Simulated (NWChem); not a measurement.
System: trans-dichloroethylene (C2H2Cl2); SMILES Cl/C=C/Cl

Output (shortened):

```
             Northwest Computational Chemistry Package (NWChem) 7.3.0
             --------------------------------------------------------

 C2H symmetry detected

                             Geometry "geometry" -> ""
                             -------------------------

 Output coordinates in angstroms (scale by  1.889725989 to convert to a.u.)

  No.       Tag          Charge          X              Y              Z
 ---- ---------------- ---------- -------------- -------------- --------------
    1 Cl                  17.0000     0.04189308    -2.13367081     0.00000000
    2 C                    6.0000    -0.44346111    -0.49134695     0.00000000
    3 C                    6.0000     0.44346111     0.49134695     0.00000000
    4 Cl                  17.0000    -0.04189308     2.13367081     0.00000000
    5 H                    1.0000    -1.51071259    -0.33562969     0.00000000
    6 H                    1.0000     1.51071259     0.33562969     0.00000000

 Effective nuclear repulsion energy (a.u.)     176.7968198244

      Symmetry information
      --------------------

 Group name             C2h
 Group number             21
 Group order               4
 No. of unique centers     3

                                Z-matrix (autoz)
                                --------

 Units are Angstrom for bonds and degrees for angles

      Type          Name      I     J     K     L     M      Value
      ----------- --------  ----- ----- ----- ----- ----- ----------
    1 Stretch                  1     2                       1.71254
    2 Stretch                  2     3                       1.32375
    3 Stretch                  2     5                       1.07855
    4 Stretch                  3     4                       1.71254
    5 Stretch                  3     6                       1.07855
    6 Bend                     1     2     3               121.46850
    7 Bend                     1     2     5               114.76510
    8 Bend                     2     3     4               121.46850
    9 Bend                     2     3     6               123.76641
   10 Bend                     3     2     5               123.76641
   11 Bend                     4     3     6               114.76510
   12 Torsion                  1     2     3     4         180.00000
   13 Torsion                  1     2     3     6           0.00000
   14 Torsion                  4     3     2     5           0.00000
   15 Torsion                  5     2     3     6         180.00000

                           NWChem Geometry Optimization
                           ----------------------------

 maximum gradient threshold         (gmax) =   0.000450
 rms gradient threshold             (grms) =   0.000300
 maximum cartesian step threshold   (xmax) =   0.001800
 rms cartesian step threshold       (xrms) =   0.001200
 fixed trust radius                (trust) =   0.300000
 source of zmatrix                         =   autoz

          -------------------
          Energy Minimization
          -------------------

 Using diagonal initial Hessian
 Scaling for Hessian diagonals: bonds = 1.00  angles = 0.25  torsions = 0.10

          --------
          Step   0

                                 NWChem DFT Module
                                 -----------------

 Summary of "ao basis" -> "ao basis" (spherical)
 ------------------------------------------------------------------------------
       Tag                 Description            Shells   Functions and Types
 ---------------- ------------------------------  ------  ---------------------
 Cl                         def2-svp                 8       18   4s3p1d
 C                          def2-svp                 6       14   3s2p1d
 H                          def2-svp                 3        5   2s1p

      Symmetry analysis of basis
      --------------------------

        ag         27
        au         10
        bg         10
        bu         27

            General Information
            -------------------
          SCF calculation type: DFT
          Wavefunction type:  closed shell.
          No. of atoms     :     6
          No. of electrons :    48
           Alpha electrons :    24
            Beta electrons :    24
          Charge           :     0
          Spin multiplicity:     1
          Use of symmetry is: on ; symmetry adaption is: on
          Maximum number of iterations: 150
          AO basis - number of functions:    74
                     number of shells:    34
          Convergence on energy requested:  1.00D-06
          Convergence on density requested:  1.00D-05
          Convergence on gradient requested:  5.00D-04

              XC Information
              --------------
                         PBE0 Method XC Functional
                     Hartree-Fock (Exact) Exchange  0.250
          PerdewBurkeErnzerhof Exchange Functional  0.750
            Perdew 1991 LDA Correlation Functional  1.000 local
           PerdewBurkeErnz. Correlation Functional  1.000 non-local

             Grid Information
             ----------------
          Grid used for XC integration:  medium
          Radial quadrature: Mura-Knowles
          Angular quadrature: Lebedev.
          Tag              B.-S. Rad. Rad. Pts. Rad. Cut. Ang. Pts.
          ---              ---------- --------- --------- ---------
          Cl                  1.00       88          10.0       590
          C                   0.70       49           8.0       434
          H                   0.35       45           9.0       434
          Grid pruning is: on
          Number of quadrature shells:   182
          Spatial weights used:  Erf1

      Superposition of Atomic Density Guess
      -------------------------------------

 Sum of atomic energies:        -994.89521747

      Non-variational initial energy
      ------------------------------

 Total energy =    -996.542219
 1-e energy   =   -1723.557655
 2-e energy   =     550.218616
 HOMO         =      -0.256466
 LUMO         =       0.041076

      Symmetry analysis of molecular orbitals - initial
      -------------------------------------------------

  Numbering of irreducible representations:

     1 ag          2 au          3 bg          4 bu

  Orbital symmetries:

     1 bu          2 ag          3 ag          4 bu          5 bu
     6 ag          7 bu          8 ag          9 ag         10 bu
    11 au         12 bg         13 ag         14 bu         15 ag
    16 bu         17 bu         18 ag         19 au         20 ag
    21 bg         22 bu         23 ag         24 au         25 bg
    26 bu         27 ag         28 bu         29 ag         30 bu
    31 ag         32 ag         33 bu         34 bu

   convergence    iter        energy       DeltaE   RMS-Dens  Diis-err
 ---------------- ----- ----------------- --------- --------- ---------
 d= 0,ls=0.0,diis     1   -996.9938710562 -1.17D+03  1.11D-02  4.10D-01
 d= 0,ls=0.0,diis     2   -996.9943059481 -4.35D-04  8.40D-03  3.33D-01
 d= 0,ls=0.0,diis     3   -997.0359114965 -4.16D-02  2.08D-03  3.29D-02
 d= 0,ls=0.0,diis     4   -997.0403294435 -4.42D-03  3.10D-04  6.18D-04
 d= 0,ls=0.0,diis     5   -997.0403992228 -6.98D-05  3.74D-05  5.07D-06
 d= 0,ls=0.0,diis     6   -997.0403999607 -7.38D-07  5.21D-06  1.56D-07

         Total DFT energy =     -997.040399960675
      One electron energy =    -1725.255317928581
           Coulomb energy =      619.098827957122
    Exchange-Corr. energy =      -67.680729813665
 Nuclear repulsion energy =      176.796819824448

 Numeric. integr. density =       47.999997372448

                  Occupations of the irreducible representations
                  ----------------------------------------------

                     irrep           alpha         beta
                     --------     --------     --------
                     ag               10.0         10.0
                     au                3.0          3.0
                     bg                2.0          2.0
                     bu                9.0          9.0

                       DFT Final Molecular Orbital Analysis
                       ------------------------------------

[...]

      ----------------------
      Optimization converged
      ----------------------

  Step       Energy      Delta E   Gmax     Grms     Xrms     Xmax
  ---- ---------------- -------- -------- -------- -------- --------
@    3    -997.04086275 -5.5D-07  0.00009  0.00004  0.00063  0.00145
                                     ok       ok       ok       ok

                                Z-matrix (autoz)
                                --------

 Units are Angstrom for bonds and degrees for angles

      Type          Name      I     J     K     L     M      Value     Gradient
      ----------- --------  ----- ----- ----- ----- ----- ---------- ----------
    1 Stretch                  1     2                       1.71994    0.00005
    2 Stretch                  2     3                       1.33265   -0.00009
    3 Stretch                  2     5                       1.09215   -0.00003
    4 Stretch                  3     4                       1.71994    0.00005
    5 Stretch                  3     6                       1.09215   -0.00003
    6 Bend                     1     2     3               121.90965    0.00001
    7 Bend                     1     2     5               115.06275   -0.00003
    8 Bend                     2     3     4               121.90965    0.00001
    9 Bend                     2     3     6               123.02760    0.00003
   10 Bend                     3     2     5               123.02760    0.00003
   11 Bend                     4     3     6               115.06275   -0.00003
   12 Torsion                  1     2     3     4         180.00000    0.00000
   13 Torsion                  1     2     3     6           0.00000    0.00000
   14 Torsion                  4     3     2     5           0.00000    0.00000
   15 Torsion                  5     2     3     6         180.00000    0.00000

                         Geometry "geometry" -> "geometry"
                         ---------------------------------

 Output coordinates in angstroms (scale by  1.889725989 to convert to a.u.)

  No.       Tag          Charge          X              Y              Z
 ---- ---------------- ---------- -------------- -------------- --------------
    1 Cl                  17.0000     0.04372374    -2.14751135     0.00000000
    2 C                    6.0000    -0.44287577    -0.49784237     0.00000000
    3 C                    6.0000     0.44287577     0.49784237     0.00000000
    4 Cl                  17.0000    -0.04372374     2.14751135     0.00000000
    5 H                    1.0000    -1.52266196    -0.33399288     0.00000000
    6 H                    1.0000     1.52266196     0.33399288     0.00000000

 Effective nuclear repulsion energy (a.u.)     175.7069372659

      Symmetry information
      --------------------

 Group name             C2h
 Group number             21
 Group order               4
 No. of unique centers     3

                Final and change from initial internal coordinates
                --------------------------------------------------

                                Z-matrix (autoz)
                                --------

 Units are Angstrom for bonds and degrees for angles

      Type          Name      I     J     K     L     M      Value       Change
      ----------- --------  ----- ----- ----- ----- ----- ---------- ----------
    1 Stretch                  1     2                       1.71994    0.00740
    2 Stretch                  2     3                       1.33265    0.00889
    3 Stretch                  2     5                       1.09215    0.01360
    4 Stretch                  3     4                       1.71994    0.00740
    5 Stretch                  3     6                       1.09215    0.01360
    6 Bend                     1     2     3               121.90965    0.44115
    7 Bend                     1     2     5               115.06275    0.29766
    8 Bend                     2     3     4               121.90965    0.44115
    9 Bend                     2     3     6               123.02760   -0.73881
   10 Bend                     3     2     5               123.02760   -0.73881
   11 Bend                     4     3     6               115.06275    0.29766
   12 Torsion                  1     2     3     4         180.00000    0.00000
   13 Torsion                  1     2     3     6           0.00000    0.00000
   14 Torsion                  4     3     2     5           0.00000    0.00000
   15 Torsion                  5     2     3     6         180.00000    0.00000

[...]

 Rotational Constants
 --------------------
 A=   1.771867 cm-1  (  2.549265 K)
 B=   0.051284 cm-1  (  0.073785 K)
 C=   0.049842 cm-1  (  0.071709 K)

 Temperature                      =   298.15K
 frequency scaling parameter      =   1.0000

 Zero-Point correction to Energy  =   21.335 kcal/mol  (  0.034000 au)
 Thermal correction to Energy     =   24.155 kcal/mol  (  0.038493 au)
 Thermal correction to Enthalpy   =   24.747 kcal/mol  (  0.039437 au)

 Total Entropy                    =   69.186 cal/mol-K
   - Translational                =   39.577 cal/mol-K (mol. weight =  95.9534)
   - Rotational                   =   23.992 cal/mol-K (symmetry #  =        2)
   - Vibrational                  =    5.617 cal/mol-K

 Cv (constant volume heat capacity) =   13.707 cal/mol-K
   - Translational                  =    2.979 cal/mol-K
   - Rotational                     =    2.979 cal/mol-K
   - Vibrational                    =    7.748 cal/mol-K

[normal modes left out]

 ----------------------------------------------------------------------------
 Normal Eigenvalue ||           Projected Infra Red Intensities
  Mode   [cm**-1]  || [atomic units] [(debye/angs)**2] [(KM/mol)] [arbitrary]
 ------ ---------- || -------------- ----------------- ---------- -----------
    1       -0.000 ||    0.000000           0.000         0.000       0.000
    2       -0.000 ||    0.000000           0.000         0.000       0.000
    3       -0.000 ||    0.000000           0.000         0.000       0.000
    4       -0.000 ||    0.000000           0.000         0.000       0.000
    5        0.000 ||    0.000000           0.000         0.000       0.000
    6        0.000 ||    0.000000           0.000         0.000       0.000
    7      220.437 ||    0.000174           0.004         0.169       0.137
    8      237.868 ||    0.003566           0.082         3.477       2.818
    9      360.655 ||    0.000000           0.000         0.000       0.000
   10      798.567 ||    0.000000           0.000         0.000       0.000
   11      860.998 ||    0.129943           2.998       126.675     102.661
   12      878.073 ||    0.000000           0.000         0.000       0.000
   13      927.539 ||    0.066702           1.539        65.024      52.697
   14     1200.875 ||    0.013339           0.308        13.003      10.538
   15     1276.372 ||    0.000000           0.000         0.000       0.000
   16     1686.436 ||    0.000000           0.000         0.000       0.000
   17     3239.138 ||    0.014112           0.326        13.757      11.149
   18     3244.536 ||    0.000000           0.000         0.000       0.000
 ----------------------------------------------------------------------------
```

Level: PBE0/def2-SVP. 

**Question.** Reconstruct the input file.

**Answer.** Several could match; the one computed here: the input that was run:
```
start job
memory heap 200 mb stack 900 mb global 1100 mb
geometry units angstroms
  Cl     2.105464     0.348126     0.011708
  C      0.549989    -0.368228     0.000253
  C     -0.549987     0.368230    -0.000613
  Cl    -2.105464    -0.348127    -0.011568
  H      0.549314    -1.446761    -0.006013
  H     -0.549311     1.446765     0.005376
end
basis spherical
  * library def2-svp
end
dft
  xc pbe0
  iterations 150
end
driver
  maxiter 120
end
task dft optimize
task dft freq
```
